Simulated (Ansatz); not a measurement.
Mulliken charges of `O=C=[N][In]([Cl])[Cl]` from ωB97M-V/def2-TZVPP in Ansatz (PBE0-D4/def2-TZVP geometry).

```csv
atom,x (Å),y (Å),z (Å),charge (e)
O1,1.199,-2.132,1.617,-0.233
C2,0.880,-1.456,0.725,0.310
N3,0.594,-0.808,-0.253,-0.409
In4,-0.489,0.848,-0.569,0.911
Cl5,-0.671,1.635,-2.707,-0.289
Cl6,-1.513,1.914,1.186,-0.291
```

Problem. By hand: the dipole of these point charges (1 e Å = 4.8032 D).

Solution. Σ q r = (-0.061, 0.119, -0.130) e Å, of length 0.186 e Å = 0.89 D.

Problem. How does the dipole of the full density compare? (Estimate.)

Solution. The calculation gave: (-0.082, 0.152, -0.138) e Å, 1.06 D; the point charges give 0.84 times that, at 6° from its direction.

Point charges leave out the atoms' own dipoles, such as those of lone pairs, and Mulliken's split depends on the basis, so the two needn't agree.
